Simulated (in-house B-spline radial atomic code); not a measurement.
## RPA and G0W0 on BHandHLYP: the cadmium ion Cd⁺

Configuration [Kr] 4d10 5s1, highest spin, mean-field start BHandHLYP. Computed with a B-spline radial code for spherical atoms: all electrons, non-relativistic, point nucleus, each spin shell either full or empty, empty states to l = 9 with an (l + 1/2)⁻⁴ tail; G0W0 by contour deformation at full frequency.

Without relativity these are model numbers: it shifts the levels of so heavy an element strongly and can reorder them.

Command:
```bash
python run_gw.py task.json out
```
Settings (radii: box in bohr, nucleus in fm):
```
Z                        48
electrons                47
configuration            [Kr] 4d10 5s1
hamiltonian              nr
method                   bhandhlyp
lmax                     9
spin_polarised           True
box_radius               23.78
intervals                55
ion_configuration        [Kr] 4d10
```

Time taken, with all properties: 10 s on 1 thread of Arm Neoverse N1 (shared host).

Energies (hartree):

```
                                     term        value
                         mean-field total  -5467.27455
Hartree-Fock functional on these orbitals  -5464.86848
                      direct second order      -3.9192
                    second-order exchange       1.0888
                         SOSEX correction       1.0136
```

Q: What is the RPA correlation energy, and what remains with SOSEX?

A: RPA gives -3.4533 hartree (-2 eV per electron); RPA + SOSEX gives -2.4397, and the second-order doubles -2.8304 hartree (no singles). RPA lacks exchange-type terms and so overcorrelates at short range.

Quasi-particle levels (eV):

```tsv
level	occupied	mean field	Σx - vxc	Σc	QP weight	G0W0
5s up	yes	-14.152	-0.88	?	?	?
4d down	yes	-25.370	-3.54	0.72	0.905	-28.193
4d up	yes	-25.515	-3.60	0.77	0.877	-28.347
5s down	no	-9.865	3.37	-2.00	0.941	-8.499
```

G0W0 = mean field + (Σx - vxc) + Σc, with Σc (partial-wave tail included) taken at the quasi-particle energy. Only the outer levels were computed. Levels of low weight are left out.

Q: Where does G0W0 put 5s up?

A: At -16.483 eV, with Σc = -1.45 eV and a quasi-particle weight of 0.955. The tabulated removal energy is 16.908 eV (NIST, measured); the calculation leaves out relativity, Breit and QED terms, and what these don't explain is the method's own error.

Q: What does it cost to remove one electron (to [Kr] 4d10) by differences of total energies, each species on its own start (correlation terms add to the Hartree-Fock functional)?

A: BHandHLYP 16.042 eV, Hartree-Fock functional 14.797 eV, + RPA 16.370 eV, + RPA + SOSEX 15.822 eV, + second order 16.568 eV. Tabulated: 16.908 eV (NIST, measured); the calculation leaves out relativity, Breit and QED terms, and what these don't explain is the method's own error.
